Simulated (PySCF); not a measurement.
**MZr for M along the halogens**

r²SCAN with triple-zeta basis sets in PySCF, for the lowest determinant that a PBE0 search found; no spin–orbit coupling. De refers to high-spin ground-configuration atoms. A positive dipole means M(−)Zr(+).

| M | basis | state (unpaired electrons) | Re (Å) | ωe (cm⁻¹) | De (eV) | μ (D) |
| --- | --- | --- | --- | --- | --- | --- |
| F | def2-TZVPP | quartet (σ ↑, δ ↑↑) | 1.881 | 663 | n/a | 3.31 |
| Cl | def2-TZVPP | quartet (σ ↑, δ ↑↑) | 2.329 | 390 | n/a | 4.17 |
| Br | x2c-TZVPPall | quartet (σ ↑, π ↑, δ ↑) | 2.517 | 263 | n/a | 3.38 |
| I | def2-TZVPP | quartet (σ ↑, π ↑, δ ↑) | 2.734 | 211 | n/a | 3.62 |

The shortest bond is that of ZrF (1.881 Å), the longest that of ZrI (2.734 Å).

The rows differ in basis set, which adds steps of its own.

The state changes along the series, so neighbouring rows are not always alike in their bonding.

De is left out where the level can put another filling of the metal’s s and d shells below the measured ground configuration, by anything from nothing to about 1 eV. Spin–orbit coupling is left out, which matters for elements this heavy, above all for dissociation energies. The state is the lowest single determinant that the PBE0 search found; with open d or f shells the true ground state can be another one.
